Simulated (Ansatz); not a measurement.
The same ligand exchange along the group F, Cl, Br.

Gas-phase electronic energies from Ansatz, PBE0-D4/def2-TZVP geometries. CCSD(T)/CBS adds triple-zeta CCSD(T) − MP2 to the extrapolated MP2 energy (def2 sets, frozen cores). This one scheme is used for every species. def2 core potentials past Kr. For Br, Cd outer-core shells are correlated without core-valence functions, which leaves a few kJ/mol of doubt a bond. Scalar relativity is left out up to krypton. One conformer a species, not always the lowest.

(1) Order these by ΔE at CCSD(T)/CBS, lowest first. (Best estimate.)
A. `[NH2][Cd][Br]` + H₂S → `[NH2][Cd][SH]` + HBr
B. `[NH2][Cd][Cl]` + H₂S → `[NH2][Cd][SH]` + HCl
C. `[NH2][Cd][F]` + H₂S → `[NH2][Cd][SH]` + H–F

Largest T1 diagnostic: 0.016, for `[NH2][Cd][F]`.

Results:

(1) C (-55.8 kJ/mol), B (+31.0 kJ/mol), A (+55.0 kJ/mol).
